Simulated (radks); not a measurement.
Results of a calculation; reference values are marked as such.
Task: All-electron atom: neutral terbium in [Kr] 4d10 4f9 5s2 5p5 6s2 7s1 (not the ground configuration). Level of theory: Dirac Kohn-Sham, LDA (Slater exchange, VWN5 correlation), spin-unpolarised, spherical densities, point nucleus; open shells are shared between the two j in proportion to 2j + 1 (a radial shooting solver on a logarithmic mesh with Libxc functionals).

Spin-orbit splittings of the eigenvalues, e(l+1/2) - e(l-1/2), with zeta = 2 splitting/(2l+1) and mean radii in bohr:

shell  occ.  splitting (eV)  zeta (eV)  <r> j=l-1/2  <r> j=l+1/2
2p        6           745.8      497.2      0.07592      0.08286
3p        6           153.9      102.6       0.2288       0.2420
3d       10           33.61      13.45       0.2142       0.2183
4p        6           34.41      22.94       0.5530       0.5836
4d       10               ?          ?       0.6183       0.6291
4f        9          0.8011     0.2289       0.8676       0.8830
5p        5           4.640      3.093        1.473        1.570
6p        0          0.4349     0.2900        4.500        4.813

Estimate the 4d splitting.

Result: 6.210 eV (zeta = 2.484 eV).
